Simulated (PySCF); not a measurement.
Stationary points of ZrO2

All numbers come from B3LYP in PySCF with Zr def2-TZVP with ECP28, O def2-TZVP; scalar-relativistic core potentials, no spin–orbit coupling; density-fitted integrals.

Relaxations began from a few typed shapes. The search is not exhaustive: other isomers or separated fragments can lie lower, and high-lying points may rest on an excited occupation.

(1) Which is the lowest minimum found?
A. singlet C2v: Zr–O 1.776 Å (×2); O–Zr–O 108.3°
B. singlet D∞h: Zr–O 1.858 Å (×2); O–Zr–O 180.0°

## Answers

(1) A. The others lie at 218.1 (singlet D∞h, a saddle point) kJ/mol above it.

Formally Zr is in oxidation state +4, d0. A d0 centre has no lone pair, yet it is C2v rather than linear: covalent bonding through the d orbitals favours lower symmetry. The polar-tensor charge on Zr, 1.86, is far below the formal one.
